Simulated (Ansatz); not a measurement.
Consider the redistribution: `FB(F)N([SiH3])[SiH3]` + `C[CH2][SnH3]` → `FBN([SiH3])[SiH3]` + `FC[CH2][SnH3]`.

Program: Ansatz. Geometries: PBE0-D4/def2-TZVP. ΔE: electronic, gas phase. CBS: MP2 limit from def2 TZ/QZ plus the TZ coupled-cluster correction, frozen cores. DFT in def2-TZVPP. B3LYP here is the variant with VWN-RPA as its local correlation; programs differ in this. Elements past krypton have def2 core potentials. For Sn outer-core shells are correlated without core-valence functions, which leaves a few kJ/mol of doubt a bond. Each species was taken in one conformer, which may not be the lowest.

`FB(F)N([SiH3])[SiH3]`:

```xyz
12

F     1.687    1.854    0.906
B     1.069    1.290   -0.122
F     1.330    1.800   -1.326
N     0.176    0.206    0.010
Si   -0.577   -0.438   -1.442
Si   -0.230   -0.538    1.546
H    -1.459   -1.542   -0.985
H    -1.389    0.599   -2.121
H     0.444   -0.971   -2.376
H     0.116   -1.981    1.498
H    -1.690   -0.413    1.784
H     0.524    0.133    2.627
```

`C[CH2][SnH3]`:

Z-matrix (Å, degrees):
```
C
C 1 1.522
H 1 1.093 2 111.7
H 1 1.093 2 111.7 3 -120.2
H 1 1.094 2 111.4 3 119.9
Sn 2 2.150 1 113.2 3 60.1
H 2 1.093 1 111.1 3 -60.6
H 2 1.093 1 111.1 3 -179.3
H 6 1.711 2 109.7 1 -59.5
H 6 1.711 2 109.7 1 59.5
H 6 1.710 2 111.1 1 180.0
```

`FBN([SiH3])[SiH3]`:

Z-matrix (Å, degrees):
```
Si
N 1 1.749
H 1 1.485 2 109.9
H 1 1.482 2 108.6 3 -120.4
H 1 1.485 2 109.9 3 119.1
B 2 1.409 1 121.5 3 119.9
Si 2 1.759 1 119.3 3 -60.0
F 6 1.339 2 118.6 1 -179.9
H 6 1.196 2 123.5 1 0.0
H 7 1.486 2 106.0 1 -0.0
H 7 1.482 2 110.9 1 -118.7
H 7 1.482 2 110.9 1 118.7
```

`FC[CH2][SnH3]`:

Cartesian coordinates in Å:
```
F 1.109 -2.420 0.412
C 0.534 -1.183 0.683
C 0.222 -0.458 -0.593
Sn -0.674 1.470 -0.244
H -0.368 -1.374 1.274
H 1.248 -0.630 1.302
H -0.473 -1.040 -1.203
H 1.132 -0.300 -1.175
H -2.132 1.278 0.625
H 0.395 2.446 0.664
H -0.994 2.212 -1.745
```

```
             level  ΔE (kJ/mol)  difference from CCSD(T)/CBS
           PBE0-D4        207.1                         -2.4
          B3LYP-D4        205.5                         -4.0
            r2SCAN        210.2                          0.7
           r2SCAN0        214.4                          4.9
         CAM-B3LYP        205.8                         -3.7
RPA@PBE/def2-TZVPP        200.9                         -8.6
     HF/def2-TZVPP        212.4                          2.9
   CCSD/def2-TZVPP        212.0                          2.5
    MP2/def2-QZVPP        215.9                          6.4
     MP2/CBS(def2)        215.4                          5.9
       CCSD(T)/CBS        209.5                            0
```

Largest T1 diagnostic among the species: 0.012.

From BLYP to BHLYP (50 % exact exchange), in def2-TZVPP and without D4, ΔE moves by +13.0 kJ/mol. Leaving LDA and LC-ωPBE aside and taking each functional with its dispersion term where it has one, the values, not all of them listed here, spread over 15.3 kJ/mol, from BLYP-D4 to B97M-V. LDA lies +6.8 kJ/mol from PBE without D4. At CCSD(T), def2-SVP lies +11.3 kJ/mol from the extrapolated value and def2-TZVPP +1.1 kJ/mol.

CCSD(T)/CBS has its own doubt, a few kJ/mol and more with outer-core shells, so smaller differences from it don't rank the levels.
